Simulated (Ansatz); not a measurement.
Basis sets compared for Ga5N4H16⁻, a cluster cut from zinc blende GaN (hydrogen-capped). The state is a singlet with charge -1. Geometry r2SCAN-D4/def2-SVP. Ansatz on 2 threads of AMD EPYC 7R13 on a shared host and a share (18 GiB) of an NVIDIA H100 80GB HBM3; times are rough, and most runs start from earlier orbitals.

Cartesian coordinates in Å:
```
N 0.990 0.975 -1.085
N -1.496 -0.885 -1.288
N 1.400 -1.376 0.903
N -0.922 0.640 1.358
Ga 2.400 -0.214 -0.412
Ga -0.240 0.223 -2.417
Ga 0.082 2.033 0.342
Ga -2.413 -0.150 0.355
Ga 0.230 -0.599 2.355
H 1.502 1.700 -1.602
H -1.043 -1.772 -1.051
H -2.253 -1.163 -1.919
H 2.120 -1.914 1.394
H 0.874 -2.088 0.391
H -1.382 1.194 2.091
H 2.910 -1.219 -1.533
H 3.478 0.573 0.435
H 0.485 -0.830 -3.362
H -1.133 1.341 -3.089
H -0.960 3.017 -0.339
H 1.185 2.661 1.292
H -3.420 0.951 -0.166
H -3.008 -1.427 1.090
H 1.204 0.166 3.336
H -0.588 -1.839 2.920
```

The 6-31G sets use Cartesian d functions. Single mean-field runs in def2-TZVP are fitted with def2-universal-jkfit.

```csv
level,functions,energy (Eh),HOMO (eV),LUMO (eV),wall time
HF/STO-3G,126,-9728.9750,-1.33,13.30,3 s
HF/6-31G,213,-9841.9089,-6.57,5.36,3.3 s
PBE-D4/def2-SVP,296,-9850.0448,-2.35,2.47,4.8 s
PBE0-D4/def2-SVP,296,-9850.2843,-3.59,3.27,5 s
```

**Question.** Estimate the rows for PBE-D4/def2-TZVP (with forces), PBE0-D4/def2-TZVP.

**Answer.** 
| level | functions | energy (Eh) | HOMO (eV) | LUMO (eV) | wall time |
| --- | --- | --- | --- | --- | --- |
| PBE-D4/def2-TZVP (with forces) | 460 | -9851.5420 | -2.48 | 2.07 | 4.6 s |
| PBE0-D4/def2-TZVP | 460 | -9851.7701 | -3.69 | 2.85 | 4 s |
